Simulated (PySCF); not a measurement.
Simulation results for CH₂AlClF, AlB₂H₅N

Computed with PySCF 2.14.0. Calculation on a computer-drawn molecule: optimised geometry and harmonic frequencies of an isolated molecule of the commonest isotopes, restricted reference for singlets and unrestricted otherwise, frozen core in MP2.

Common to all runs: charge 0; multiplicity 2; method HF; basis cc-pV(D+d)Z.

(1) CH₂AlClF

Start structure:
```xyz
6
CH2AlClF
C     -0.9001    -1.7230     1.7043
Al     0.7714    -0.5636     1.4719
F      2.2310    -1.4097     1.3145
Cl     0.9598     1.4034     1.5461
H     -1.8952    -1.2294     1.7260
H     -0.8631    -2.7537     1.6045
```

Results for CH₂AlClF: rotational constants 6.248, 3.131, 2.086 GHz; total energy -840.0265 hartree; spin squared 0.7583; convergence status largest gradient component 3.965e-05 hartree/bohr.

Drawn bonds:
```csv
atom,other atom,order
1,2,1
2,3,1
2,4,1
1,5,1
1,6,1
```

Optimised structure:
```xyz
6
CH2AlClF
C     -0.8400    -1.6543     1.6388
Al     0.7817    -0.6673     1.4938
F      2.2188    -1.4518     1.3159
Cl     0.8419     1.4269     1.5501
H     -1.8164    -1.1883     1.7504
H     -0.8822    -2.7412     1.6182
```

Modes:
```csv
frequency (cm⁻¹),reduced mass (dalton)
171.5,3.812
211.6,1.04
223.1,10.37
254.4,7.383
493.2,10.59
638.2,1.316
691.1,1.549
762.2,4.595
898.9,13.58
1479,1.125
3257,1.055
3348,1.111
```

(2) AlB₂H₅N

Start structure:
```xyz
9
AlB2H5N
B     -1.5300    -2.2291    -0.7353
N     -0.9753    -0.9562    -0.9309
Al    -1.2020     0.5216     0.2086
B     -1.4047     2.0709     1.4274
H     -1.2042    -3.0772    -1.4961
H     -2.1019    -2.4820     0.2557
H     -0.4102    -0.7846    -1.6945
H     -0.9870     3.1388     0.8928
H     -2.1898     2.0238     2.2019
```

Drawn bonds:
```csv
atom,other atom,order
1,2,1
2,3,1
3,4,1
1,5,1
1,6,1
2,7,1
4,8,1
4,9,1
```

Q: AlB₂H₅N (entry 2): spin squared?
A: 0.8106

Further results for AlB₂H₅N (entry 2):

```
rotational constants                          : 28.13, 2.676, 2.494 GHz
total energy                                  : -348.6524 hartree
convergence status largest gradient component : 2.358e-05 hartree/bohr
```

Optimised structure:
```xyz
9
AlB2H5N
B     -1.5844    -2.2102    -0.9516
N     -1.1056    -0.9740    -0.4756
Al    -2.0482     0.2339     0.4982
B     -1.2690     2.1033     1.1980
H     -0.8769    -2.9449    -1.5924
H     -2.7210    -2.5344    -0.7117
H     -0.1495    -0.7778    -0.7176
H     -1.4372     3.1192     0.5758
H     -0.8133     2.2110     2.3063
```

Modes:
```csv
frequency (cm⁻¹),reduced mass (dalton)
86.22,2.777
119.2,3.287
198.7,1.069
259.8,3.419
312.2,1.287
510.7,4.647
514.4,1.227
712.5,5.146
859.2,1.363
870,1.1
985.6,1.261
1105,1.37
1204,1.172
1220,1.561
1342,1.257
1437,2.31
2635,1.054
2647,1.052
2695,1.128
2727,1.123
3766,1.075
```
